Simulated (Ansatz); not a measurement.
Ideal-gas functions of `N[BH][GeH3]` at 500 K and 1 bar, from an Ansatz frequency run at PBE0-D4/def2-TZVP.

Molar mass 103.48 g/mol, point group Cs (symmetry number 1), electronic degeneracy 1, moments of inertia 16.339, 152.649, 162.836 u Å². Harmonic wavenumbers (cm⁻¹, unscaled): 102, 205, 377, 453, 580, 616, 658, 815, 880, 883, 906, 923, 1145, 1363, 1646, 2108, 2131, 2132, 2606, 3596, 3688.

Use S(trans) = R[1.5 ln M + 2.5 ln T − 1.1517]; rotational temperatures θ = 24.2544 K / I; S(rot) = R[ln(√π/σ · √(T³/θAθBθC)) + 1.5]; for each mode x = 1.438777 ν̃/T, S = R[x/(eˣ − 1) − ln(1 − e⁻ˣ)] and H = RT x/(eˣ − 1); 1 cm⁻¹ = 0.0119627 kJ/mol; R = 8.31446 J/(mol·K).

Task: By hand: the entropy, in J/(mol·K).

Result: Translation 177.5. Rotation: θ = 1.4844, 0.1589, 0.1489 K, giving 108.7. Vibration, mode by mode: 18.54, 12.82, 8.03, 6.68, 4.96, 4.56, 4.15, 2.90, 2.51, 2.49, 2.36, 2.27, 1.37, 0.82, 0.42, 0.14, 0.13, 0.13, 0.04, 0.00, 0.00, in all 75.3. Electronic 0.0. Sum 361.5 J/(mol·K).

Task: By hand: H − E and G − E in kJ/mol, counted from the electronic energy.

Result: Zero-point energy ½ × 27813 × 0.0119627 = 166.4; thermal vibration 21.2; translation, rotation and pV give 4 RT = 16.6. H − E = 204.2 kJ/mol, and G − E = 204.2 − 500 × 361.5/1000 = 23.5 kJ/mol.

Vibration gives 21 % of the entropy, 18.5 J/(mol·K) of it from the mode under 150 cm⁻¹: soft modes count most, and the harmonic formula is weakest for them. The sum counts one conformer and one mirror image; others add a mixing term.
